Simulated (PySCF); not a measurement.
W(F)5(OH) (F5HOW), SMILES [OH][W]([F])([F])([F])([F])[F], multiplicity 1.

Geometry optimised at B3LYP-D3(BJ)/def2-SVP. The spin state was assumed, not searched. The isomer is the one that the SMILES or the coordinates give; other isomers of the formula were not compared. The def2 effective core potentials stand for the cores of W; spin–orbit coupling is left out. One conformer was computed; it need not be the lowest.

These are TDDFT-PBE/def2-SVPD (PySCF 2.14.0) values and carry that method's errors.

Vertical excitations; the highest root listed may be one member of a degenerate set. The molecule is in vacuum. State labels are in the subgroup C2v.

Computed lowest excited states:
```json
[
 {"state": "S1", "symmetry": "B2", "energy (eV)": "4.84", "λ (nm)": "256", "f": "0.000", "main pairs": "HOMO→LUMO (degenerate set)"},
 {"state": "S2", "symmetry": "B1", "energy (eV)": "4.84", "λ (nm)": "256", "f": "0.000", "main pairs": "HOMO−1→LUMO (degenerate set)"},
 {"state": "S3", "symmetry": "A2", "energy (eV)": "5.00", "λ (nm)": "248", "f": "0.000", "main pairs": "HOMO→LUMO+1 50 %, HOMO−1→LUMO+2 50 %"},
 {"state": "S4", "symmetry": "A1", "energy (eV)": "5.10", "λ (nm)": "243", "f": "0.000", "main pairs": "HOMO−1→LUMO+1 50 %, HOMO→LUMO+2 50 %"},
 {"state": "S5", "symmetry": "A2", "energy (eV)": "5.22", "λ (nm)": "238", "f": "0.000", "main pairs": "HOMO−1→LUMO+2 40 %, HOMO→LUMO+1 40 %, HOMO−2→LUMO 20 %"},
 {"state": "S6", "symmetry": "B2", "energy (eV)": "5.46", "λ (nm)": "227", "f": "0.000", "main pairs": "HOMO−2→LUMO+1 (degenerate set)"},
 {"state": "S7", "symmetry": "B1", "energy (eV)": "5.46", "λ (nm)": "227", "f": "0.000", "main pairs": "HOMO−2→LUMO+2 (degenerate set)"},
 {"state": "S8", "symmetry": "B2", "energy (eV)": "5.52", "λ (nm)": "225", "f": "0.000", "main pairs": "HOMO−3→LUMO (degenerate set)"},
 {"state": "S9", "symmetry": "B1", "energy (eV)": "5.52", "λ (nm)": "225", "f": "0.000", "main pairs": "HOMO−4→LUMO (degenerate set)"},
 {"state": "S10", "symmetry": "A2", "energy (eV)": "5.70", "λ (nm)": "218", "f": "0.000", "main pairs": "HOMO−3→LUMO+1 50 %, HOMO−4→LUMO+2 50 %"},
 {"state": "T1", "symmetry": "A1", "energy (eV)": "4.60", "λ (nm)": "270", "f": "0", "main pairs": "HOMO−1→LUMO+1 49 %, HOMO→LUMO+2 49 %"},
 {"state": "T2", "symmetry": "A2", "energy (eV)": "4.71", "λ (nm)": "263", "f": "0", "main pairs": "HOMO→LUMO+1 48 %, HOMO−1→LUMO+2 48 %"},
 {"state": "T3", "symmetry": "B2", "energy (eV)": "4.74", "λ (nm)": "262", "f": "0", "main pairs": "HOMO→LUMO (degenerate set)"},
 {"state": "T4", "symmetry": "B1", "energy (eV)": "4.74", "λ (nm)": "262", "f": "0", "main pairs": "HOMO−1→LUMO (degenerate set)"}
]
```
Triplets are in the Tamm–Dancoff approximation, which puts them higher than full response would, so one can lie above its singlet here.
